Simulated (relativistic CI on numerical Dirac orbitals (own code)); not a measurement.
# Energy levels of Cd2+

These numbers are calculated, not measured: Dirac-Coulomb-Breit CI, orbitals from a KLI potential per configuration, QED by a radiative potential, valence Slater integrals scaled by 0.85, P86 correlation energy added to each configuration (own radial code, finite nucleus).

Configurations in the expansion (outside the closed core [Kr]): 4d10, 4d9.5s, 4d9.5p, 4d9.4f, 4d8.5s2, 4d9.5d, 4d9.6s, 4d9.6p, 4d8.4f2, 4d9.7s, 4d9.6d, 4d8.5s.5p, 4d9.7p, 4d9.5f, 4d9.5g, 4d9.7d, 4d9.6f, 4d8.5p2, 4d8.5s.6s. Levels of other configurations are missing.

```
No.  Configuration  Term  J  E (cm⁻¹)    %  Next component (%)           jj configuration (%)
  1           4d10    1S  0       0.0  100                                       closed (100)
  2         4d9.5s    3D  3   84041.9  100                                   4d5/2^5 5s (100)
  3         4d9.5s    3D  2   85943.6   77               22 1D                4d5/2^5 5s (85)
  4         4d9.5s    3D  1   89608.9  100                           4d3/2^3 4d5/2^6 5s (100)
  5         4d9.5s    1D  2   92399.1   77               22 3D        4d3/2^3 4d5/2^6 5s (85)
  6         4d9.5p   3P°  2  135474.9   92               6 3D°             4d5/2^5 5p1/2 (72)
  7         4d9.5p   3F°  3  138277.2   60              33 1F°             4d5/2^5 5p1/2 (94)
  8         4d9.5p   3P°  1  140035.7   91               5 3D°             4d5/2^5 5p3/2 (54)
  9         4d9.5p   3F°  4  140523.3  100                                4d5/2^5 5p3/2 (100)
 10         4d9.5p   3F°  2  142178.6   76              14 3D°     4d3/2^3 4d5/2^6 5p1/2 (54)
 11         4d9.5p   3P°  0  143130.1   99                         4d3/2^3 4d5/2^6 5p3/2 (99)
 12         4d9.5p   3D°  3  144385.0   70              28 1F°             4d5/2^5 5p3/2 (92)
 13         4d9.5p   1D°  2  144630.3   60              19 3F°             4d5/2^5 5p3/2 (43)
 14         4d9.5p   3F°  3  147450.5   39              38 1F°     4d3/2^3 4d5/2^6 5p3/2 (94)
 15         4d9.5p   1P°  1  148321.3   75              24 3D°     4d3/2^3 4d5/2^6 5p1/2 (75)
 16         4d9.5p   3D°  1  148996.7   70              21 1P°     4d3/2^3 4d5/2^6 5p3/2 (74)
 17         4d9.5p   3D°  2  149847.6   60              32 1D°     4d3/2^3 4d5/2^6 5p3/2 (91)
 18        4d8.5s2    3F  4  185061.0   95        3 4d8.5p2 3F                   4d5/2^4 (85)
 19        4d8.5s2    3F  3  189960.7   96        3 4d8.5p2 3F           4d3/2^3 4d5/2^5 (96)
 20        4d8.5s2    3F  2  191835.0   78               16 1D                   4d5/2^4 (37)
 21        4d8.5s2    3P  2  198797.6   51               28 1D                   4d5/2^4 (56)
 22         4d9.5d    3S  1  200583.3   73               21 3P             4d5/2^5 5d3/2 (63)
 23         4d9.6s    3D  3  202537.3  100                                   4d5/2^5 6s (100)
 24         4d9.5d    1G  4  202579.5   49               48 3G             4d5/2^5 5d3/2 (91)
 25         4d9.5d    1P  1  202725.7   40               20 3P             4d5/2^5 5d5/2 (57)
 26         4d9.5d    3G  5  202796.0  100                                4d5/2^5 5d5/2 (100)
 27         4d9.5d    3P  2  202864.7   55               30 3D             4d5/2^5 5d3/2 (69)
 28         4d9.6s    1D  2  203072.6   48               46 3D                4d5/2^5 6s (93)
 29        4d8.5s2    3P  0  203402.3   68        27 4d9.5d 3P                   4d5/2^4 (41)
 30         4d9.5d    3D  3  203734.2   79               18 3F             4d5/2^5 5d5/2 (52)
 31        4d8.5s2    3P  1  204157.1   72        14 4d9.5d 1P           4d3/2^3 4d5/2^5 (72)
 32         4d9.5d    1F  3  204264.1   51               24 3F             4d5/2^5 5d3/2 (51)
 33         4d9.5d    1D  2  204372.3   49               16 3P             4d5/2^5 5d5/2 (72)
 34         4d9.5d    3F  4  204492.9   79               12 1G             4d5/2^5 5d5/2 (90)
 35        4d8.5s2    1D  2  205361.3   42               36 3P           4d3/2^3 4d5/2^5 (42)
 36         4d9.5d    3P  0  206112.8   69       25 4d8.5s2 3P             4d5/2^5 5d5/2 (44)
 37        4d8.5s2    1G  4  207490.8   67        18 4d9.5d 3G           4d3/2^3 4d5/2^5 (59)
 38         4d9.5d    3P  1  207727.9   44               31 1P     4d3/2^3 4d5/2^6 5d5/2 (60)
 39         4d9.6s    3D  1  208124.0  100                           4d3/2^3 4d5/2^6 6s (100)
 40         4d9.5d    3G  3  208343.9   79               14 1F     4d3/2^3 4d5/2^6 5d3/2 (92)
 41         4d9.6s    3D  2  208538.6   50               47 1D        4d3/2^3 4d5/2^6 6s (97)
 42         4d9.5d    3D  1  208810.2   72               14 3P     4d3/2^3 4d5/2^6 5d3/2 (68)
 43         4d9.5d    1G  4  209355.4   35               27 3G     4d3/2^3 4d5/2^6 5d5/2 (72)
 44         4d9.5d    3D  2  209501.6   43               22 1D     4d3/2^3 4d5/2^6 5d5/2 (93)
 45         4d9.5d    3F  2  210107.7   69               25 1D     4d3/2^3 4d5/2^6 5d3/2 (95)
 46         4d9.5d    3F  3  210117.2   50               34 1F     4d3/2^3 4d5/2^6 5d5/2 (93)
 47         4d9.5d    1S  0  217023.4   85         9 4d9.6d 1S     4d3/2^3 4d5/2^6 5d3/2 (55)
 48         4d9.6p   3P°  2  219010.5   88              11 3D°             4d5/2^5 6p1/2 (76)
 49         4d9.6p   3F°  3  219740.4   52              40 1F°             4d5/2^5 6p1/2 (95)
 50         4d9.6p   3F°  4  220465.0  100                                4d5/2^5 6p3/2 (100)
 51         4d9.6p   3P°  1  221063.2   54              37 1P°             4d5/2^5 6p3/2 (93)
 52         4d9.6p   1D°  2  221408.9   52              30 3D°             4d5/2^5 6p3/2 (75)
 53         4d9.6p   3D°  3  221645.8   82              17 1F°             4d5/2^5 6p3/2 (95)
 54         4d9.6p   3F°  2  225187.8   83              16 1D°     4d3/2^3 4d5/2^6 6p1/2 (93)
 55         4d9.6p   3P°  0  225189.5  100                        4d3/2^3 4d5/2^6 6p3/2 (100)
 56      4d8.5s.5p   5D°  4  225429.1   89               9 5F°          4d5/2^4 5s 5p1/2 (65)
 57         4d9.6p   1P°  1  225755.1   61              37 3P°     4d3/2^3 4d5/2^6 6p1/2 (61)
 58         4d9.6p   3F°  3  226393.2   48              42 1F°     4d3/2^3 4d5/2^6 6p3/2 (99)
 59         4d9.6p   3D°  1  226775.8   89               9 3P°     4d3/2^3 4d5/2^6 6p3/2 (63)
 60         4d9.6p   3D°  2  227160.3   58              31 1D°     4d3/2^3 4d5/2^6 6p3/2 (93)
 61      4d8.5s.5p   5D°  3  228864.3   81              12 5F°  4d3/2^3 4d5/2^5 5s 5p1/2 (31)
 62      4d8.5s.5p   5G°  5  229342.3   57              34 5F°          4d5/2^4 5s 5p1/2 (60)
 63      4d8.5s.5p   5G°  6  230644.0   99               1 3H°          4d5/2^4 5s 5p3/2 (87)
 64      4d8.5s.5p   5G°  4  230765.7   62              16 5F°          4d5/2^4 5s 5p1/2 (43)
 65      4d8.5s.5p   5D°  2  231978.2   85              11 5F°  4d3/2^3 4d5/2^5 5s 5p3/2 (39)
 66      4d8.5s.5p   5G°  3  232731.7   74              12 5F°  4d3/2^3 4d5/2^5 5s 5p1/2 (58)
 67      4d8.5s.5p   5F°  5  233593.4   64              25 5G°          4d5/2^4 5s 5p3/2 (74)
 68      4d8.5s.5p   5G°  2  233911.8   81               7 3F°  4d3/2^2 4d5/2^6 5s 5p1/2 (30)
 69      4d8.5s.5p   5D°  1  234135.5   91               6 5F°  4d3/2^3 4d5/2^5 5s 5p3/2 (45)
 70      4d8.5s.5p   5D°  0  235116.1   94               5 3P°  4d3/2^2 4d5/2^6 5s 5p3/2 (38)
```

Energies count from the lowest computed level; ° marks odd parity. Filled j subshells are mostly left out of the jj labels.

The mean weight of the leading LS term, summed over parents, in these 70 levels is 73 %, and that of the leading jj configuration (from the same eigenvectors) 75 %.

Correlation outside the listed configurations is missing or only estimated: errors of thousands of cm⁻¹ between configurations and terms are usual at this charge. Rates and lifetimes follow the computed energies and can be off by large factors. The fine structure of a lone outer electron comes out too small, for d and f at times inverted, and misplaced configurations move strength between like terms. 18 of the 28 excited levels that our extract of the measured tables holds in this range could be paired (the sources list more); they are missed by 4028 cm⁻¹ on average and 8033 at most, and levels without a partner can miss by more.

LS names give the leading component of a level, which can be under half, so a name can repeat, a term be missing and a line seem to break the LS rules.
